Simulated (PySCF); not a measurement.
CH4ClGa, SMILES [CH3][GaH][Cl] (B3LYP/def2-SVP optimised geometry):

```
7

Ga     0.363    -0.087     0.000
H      1.930    -0.087     0.000
Cl    -0.515    -2.083    -0.004
C     -0.887     1.433     0.000
H     -1.930     1.090     0.036
H     -0.737     2.037    -0.910
H     -0.688     2.083     0.867
```

Calculation: B3LYP/def2-TZVP (PySCF).

What are the frontier orbital energies and the dipole moment?

HOMO-2 -8.98 eV, HOMO-1 -8.62 eV, HOMO -7.88 eV, LUMO -1.66 eV, LUMO+1 -0.26 eV; dipole moment 2.58 D.

On the same geometry PBE/def2-TZVP run with PySCF gives HOMO-2 -7.91 eV, HOMO-1 -7.54 eV, HOMO -6.83 eV, LUMO -2.17 eV, LUMO+1 -0.82 eV; dipole moment 2.51 D.

Meta-Löwdin charges at B3LYP/def2-TZVP: Ga1 0.56, H2 -0.07, Cl3 -0.32, C4 -0.55, H5 0.13, H6 0.13, H7 0.13.
